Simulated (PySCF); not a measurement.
A simulated first-order isotropic EPR spectrum at 9.673 GHz has these lines.

Lines, field (mT) (relative intensity): 337.47 (1), 339.93 (1), 340.11 (1), 340.95 (1), 342.57 (1), 343.41 (1), 343.60 (1), 343.84 (1), 346.06 (1), 346.30 (1), 346.48 (1), 347.32 (1), 348.94 (1), 349.78 (1), 349.97 (1), 352.43 (1)

(1) What is g?

(2) Take the pattern apart into splittings.

(3) The radical has the formula C7H6F. Propose a structure, and say which nuclei carry the couplings.

Results:

(1) The pattern is symmetric about 344.95 mT, so g = hν/(μB·B0) = 9673/(13.99624 × 344.95) = 2.0035, a shift of +1.2 × 10⁻³ from the free-electron value.

(2) The first two lines at either end are about 2.46 mT apart, which is the smallest coupling, and their intensity ratio 1:1 counts the nuclei that share it. In full: a 1:1 doublet of 6.37 mT (179 MHz), from 1 nucleus of spin 1/2; a 1:1 doublet of 3.49 mT (98 MHz), from 1 nucleus of spin 1/2; a 1:1 doublet of 2.65 mT (74 MHz), from 1 nucleus of spin 1/2; a 1:1 doublet of 2.46 mT (69 MHz), from 1 nucleus of spin 1/2. Check: Σ 2nI·a is the distance from the first to the last line, 14.96 mT.

(3) The pattern alone needn't single out one isomer; the structure behind this simulation is `[C@@H]1(C#C)C=CC[C]1F` [radical], numbered [CH:1]#[C:2][C@@H:3]1[CH:4]=[CH:5][CH2:6][C:7]1[F:8] (hydrogens: H9 on C1; H10 on C3; H11 on C4; H12 on C5; H13, H14 on C6). 6.37 mT: 19F at F8 (1 bond from C7; computed sign +); 3.49 mT: 1H at H14 (β, 2 bonds from C7; computed sign +); 2.65 mT: 1H at H13 (β, 2 bonds from C7; computed sign +); 2.46 mT: 1H at H10 (β, 2 bonds from C7; computed sign +). Largest spin populations (Mulliken): C7 (+0.90), C6 (-0.07) and F8 (+0.06). No atom but C7 exceeds +0.15. The positive populations add up to 1.12 and the negative ones to -0.12, together 2S = 1. The angles at C7 add up to 352.4°, so it is slightly pyramidal.

Method used: UKS B3LYP, pcH-1 on C F H, non-relativistic, mean-field spin-orbit, GIAO (PySCF 2.14.0). Geometry: GFN2-xTB; no solvent, vibrations or thermal averaging. The geometry wasn't refined by DFT: couplings that depend on bond lengths, twists or pyramidal angles can differ widely from those at the functional's own minimum. No stability test was run, so a lower SCF solution isn't excluded.

Rare isotopes and splittings under 0.04 mT were left out of the simulation.
